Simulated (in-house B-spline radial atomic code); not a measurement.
Computed with a B-spline radial atomic code. Model: two electrons, singlet ground state, non-relativistic, full CI in B-splines with partial waves to l = 8 (at full coupling up to 3e-4 hartree above the limit, correlation up to 0.6 % small), density held at that of full coupling by Lieb maximisation.

W(λ) is the mean repulsion in the state of coupling λ less the Hartree energy of the fixed density. Its start is exact exchange, its initial slope is twice the second-order Görling-Levy correlation energy, and its area from 0 to 1 is E_xc. A straight curve means weak, dynamic correlation, and a curve that drops fast and flattens means strong correlation.

Command:
```bash
python run_ac.py task.json out
```
Settings (lengths in bohr, energies in hartree):
```
potential              yukawa
strength               2.5
lmax                   8
second                 0.556
```

Time taken, with all properties: 30 s on 1 thread of Intel(R) Xeon(R) Processor @ 2.30GHz (shared host).

**W = mean repulsion less Hartree energy, and W of three functionals.**

Given: confinement screened point charge; nuclear charge 2.5; screening of the nucleus 0.556 1/bohr; external potential -Z exp(-k r)/r.

Computed: LDA exchange minus exact 171.98 millihartree; PBE exchange minus exact 11.214 millihartree.

```csv
coupling,W xc (hartree),W xc minus exchange (millihartree),kinetic minus Kohn-Sham (millihartree),LDA (PW92) W minus its exchange (millihartree),PBE W minus its exchange (millihartree),SCAN W minus its exchange (millihartree)
0,-1.2582,0,0,0,0,0
0.02,?,?,?,?,?,?
0.05,-1.263,-4.832,0.12,-25.38,-4.36,-4.49
0.12,-1.2696,-11.449,0.68,-48.9,-10.54,-10.52
0.25,-1.2815,-23.302,2.87,-82.1,-21.92,-21.16
0.4,-1.2945,-36.312,7.09,-112.34,-34.69,-32.69
0.6,-1.3108,-52.637,15.23,-145.34,-50.97,-47.04
0.8,-1.3261,-67.893,25.89,-173.06,-66.35,-60.37
1,-1.3404,-82.177,38.73,-197.15,-80.86,-72.84
1.4,-1.3663,-108.16,69.8,-237.79,-107.5,-95.56
2,-1.3999,-141.69,126.52,-286.3,-142.38,-125.14
3,-1.4447,-186.5,237.54,-347.29,-190.09,-165.54
4.5,?,?,?,?,?,?
7,-1.5488,-290.62,729.87,-486,-309.6,-265.89
10,-1.5904,-332.19,1078.6,-544.47,-362.95,-308.94
```

What belongs in the row 0.02?

W xc (hartree): -1.2601; W xc minus exchange (millihartree): -1.944; kinetic minus Kohn-Sham (millihartree): 0.02; LDA (PW92) W minus its exchange (millihartree): -12.33; PBE W minus its exchange (millihartree): -1.73; SCAN W minus its exchange (millihartree): -1.82.

What belongs in the row 4.5?

W xc (hartree): -1.4941; W xc minus exchange (millihartree): -235.94; kinetic minus Kohn-Sham (millihartree): 420.8; LDA (PW92) W minus its exchange (millihartree): -412.68; PBE W minus its exchange (millihartree): -244.9; SCAN W minus its exchange (millihartree): -211.87.

What is the SCAN exchange minus exact?

-8.0018 millihartree.

**Energy parts, natural occupations and partial-wave weights.**

Computed: total energy -2.5382 hartree; correlation energy -0.043443 hartree; kinetic part of the DFT correlation energy 0.038734 hartree; kinetic part over minus potential part 0.47135; Hartree energy 2.5164 hartree; Kohn-Sham kinetic 4.379 hartree; Lieb Oxford ratio E_xc over LDA exchange 1.1983.

| natural | occupation of the shell (electrons) |
| --- | --- |
| s | 1.9884 |
| s | 0.0057539 |
| p | ? |
| d | 0.00023347 |
| p | 0.0001882 |
| s | 0.0001072 |

What belongs in the row p?

occupation of the shell (electrons): 0.0051705.

| wave | weight |
| --- | --- |
| s | 0.99715 |
| p | 0.0026888 |
| d | 0.00013155 |
| f | ? |
| g | 4.2372e-06 |

What belongs in the row f?

weight: 1.8358e-05.

What is the initial slope twice GL2?

-0.097533 hartree.

What is the exchange energy?

-1.2582 hartree.

Half-way to full coupling W has made 54 % of its drop, against 50 % for a straight line, and second-order (GL2) theory, half the initial slope, overshoots the correlation energy by about 12 %: a moderate bend, as in light atoms. Over couplings 0 to 1 the errors in E_xc come to about +94 millihartree for LDA, +13 millihartree for PBE, -3.4 millihartree for SCAN, so SCAN is nearest. In LDA and SCAN the errors of exchange and correlation have opposite signs, so the sum is smaller than the larger of the two.
